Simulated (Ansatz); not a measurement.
Reaction (formal exchange of groups at the In–I bond): `[CH3][In]([F])[I]` + `C#N` → `[CH3][In]([F])[C]#N` + HI

Gas-phase electronic energies from Ansatz, PBE0-D4/def2-TZVP geometries. CCSD(T)/CBS is the MP2 limit (def2-TZVPP, def2-QZVPP) plus CCSD(T) − MP2 in def2-TZVPP, frozen cores. This one scheme is used for every species. DFT in def2-TZVPP. HSE06 is defined as in plane-wave codes. Elements past krypton have def2 core potentials. For I, In outer-core shells are correlated without core-valence functions, which leaves a few kJ/mol of doubt a bond.

`[CH3][In]([F])[I]`:

Cartesian coordinates in Å:
```
C -0.127 -1.135 -0.016
In 0.184 0.969 0.028
F 1.986 1.641 0.366
I -1.496 2.981 -0.304
H -0.848 -1.405 0.755
H -0.523 -1.416 -0.992
H 0.823 -1.635 0.164
```

`C#N`:

Z-matrix (Å, degrees):
```
C
N 1 1.146
H 1 1.069 2 180.0
```

`[CH3][In]([F])[C]#N`:

Cartesian coordinates in Å:
```
C -1.322 0.107 0.739
In 0.591 -0.333 -0.049
F 1.607 -1.792 0.746
C 1.744 0.500 -1.609
N 2.318 1.003 -2.474
H -1.775 0.940 0.204
H -1.215 0.355 1.795
H -1.949 -0.780 0.648
```

HI:

```xyz
2

I    -0.562   -0.140   -0.559
H     0.562    0.140    0.559
```

(1) Is it downhill or uphill in electronic energy at CCSD(T)/CBS, and by how much? (Estimate.)

(2) What do these levels give: BHLYP-D4, ωB97M-V, B2PLYP, BLYP, r2SCAN, HSE06, CAM-B3LYP, LC-ωPBE, CCSD/def2-SVP, MP2/def2-TZVPP, SCS-MP2/def2-TZVPP, MP2/CBS(def2)? (An estimate is asked.)

Largest T1 diagnostic among the species: 0.015.

Answers

(1) Ansatz gave: Uphill: ΔE = +27.5 kcal/mol.

(2) Ansatz gave: BHLYP-D4 28.1, ωB97M-V 25.5, B2PLYP 26.5, BLYP 26.2, r2SCAN 27.5, HSE06 27.3, CAM-B3LYP 25.3, LC-ωPBE 24.7, CCSD/def2-SVP 26.7, MP2/def2-TZVPP 26.3, SCS-MP2/def2-TZVPP 25.2, MP2/CBS(def2) 29.6 kcal/mol.

From BLYP to BHLYP (50 % exact exchange), in def2-TZVPP and without D4, ΔE moves by +1.0 kcal/mol. In def2-TZVPP, CCSD(T) changes the Hartree–Fock value by −3.5 kcal/mol (the triples alone add −0.2 kcal/mol) and MP2 by −1.4 kcal/mol. At CCSD(T), def2-SVP lies −1.1 kcal/mol from the extrapolated value and def2-TZVPP −3.3 kcal/mol.
